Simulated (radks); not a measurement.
Q: Species: Pb14+. Configuration: [Xe] 4f14. All-electron calculation, scalar-relativistic Kohn-Sham, BLYP, spin-polarised, spherical densities, finite nucleus; Fermi nuclear charge, rms radius 5.5012 fm. Program: a radial shooting solver on a logarithmic mesh with Libxc functionals. Some entries of the table are withheld. Estimate them.

| orbital | occ. | eigenvalue (eV) | r(max) (bohr) |
|---|---|---|---|
| 1s | 2 | -88359.72 | (1) |
| 2s | 2 | -16033.85 | 0.05716 |
| 2p | 6 | -13799.43 | 0.04760 |
| 3s | 2 | -4055.442 | 0.1611 |
| 3p | 6 | -3414.320 | 0.1612 |
| 3d | 10 | -2759.364 | 0.1313 |
| 4s | 2 | -1125.169 | 0.3620 |
| 4p | 6 | -914.5100 | 0.3818 |
| 4d | 10 | -670.3305 | (2) |
| 4f | 14 | (3) | 0.3478 |
| 5s | 2 | -397.7777 | (4) |
| 5p | 6 | -333.1365 | 0.8476 |

A: 
(1) 1s r(max) (bohr): 0.009847
(2) 4d r(max) (bohr): 0.3874
(3) 4f eigenvalue (eV): -400.2580
(4) 5s r(max) (bohr): 0.7722
